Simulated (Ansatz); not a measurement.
Cl₂Mg, triplet, at a GFN2-xTB geometry (such geometries of metal compounds can be far from the true shape) (a higher spin typed on purpose: for a closed-shell molecule this is an excited state); BLYP/6-311G** (Ansatz, a program for electronic structure).

Here is a job for Ansatz.
Ansatz 0.2 input:
```yaml
crystal:
  periodic: [false, false, false]
  atoms:
    - {symbol: Mg, position_ang: [0.00000000, 0.00000000, 0.00000000]}
    - {symbol: Cl, position_ang: [0.00000000, 0.00000000, 2.37515771]}
    - {symbol: Cl, position_ang: [-0.00000000, -0.00000000, -2.37515771]}
basis:
  gaussian:
    orbitals: 6-311G__.json
    point_charges:
      - {charge: 1.0, position_ang: [0.9532, -1.6611, -5.0224]}
hamiltonian:
  xc: blyp
magnetization: {spin_polarized: true, initial_magnetization: 2}
```
The basis file holds 6-311G** in the JSON format of the Basis Set Exchange.

Problem. Write the output that Ansatz gives for this input, abridged.

Solution. 
```
Functional definition: BLYP
745 factors; their error is unknown
mean field evaluation 1: about -30488.0139 eV, gradient 1.8e1 eV
mean field evaluation 2: about -30457.4212 eV, gradient 6.7e1 eV
mean field evaluation 4: about -30488.6743 eV, gradient 1.6e1 eV
mean field evaluation 8: about -30489.6829 eV, gradient 9.6e0 eV
mean field evaluation 16: about -30490.8933 eV, gradient 7.7e-3 eV
mean field evaluation 32: about -30489.7276 eV, gradient 1.0e1 eV
mean field evaluation 64: about -30490.7282 eV, gradient 1.9e0 eV
mean field evaluation 96: about -30490.8666 eV, gradient 8.8e-5 eV
mean field evaluation 128: about -30490.8741 eV, gradient 6.3e-2 eV
mean field -30490.89330050 eV, -1120.5196613235 hartree, gradient 1.1e-6 eV, S^2 2.001623; 11 other end points of the search recorded, 0 dependent functions left out
reference -30490.89360086 eV, -1120.5196723615 hartree; 24, 22 occupied and 57, 59 virtual orbitals, 745 factors
Total energy: -30490.89360086 eV, -1120.5196723615 hartree
```
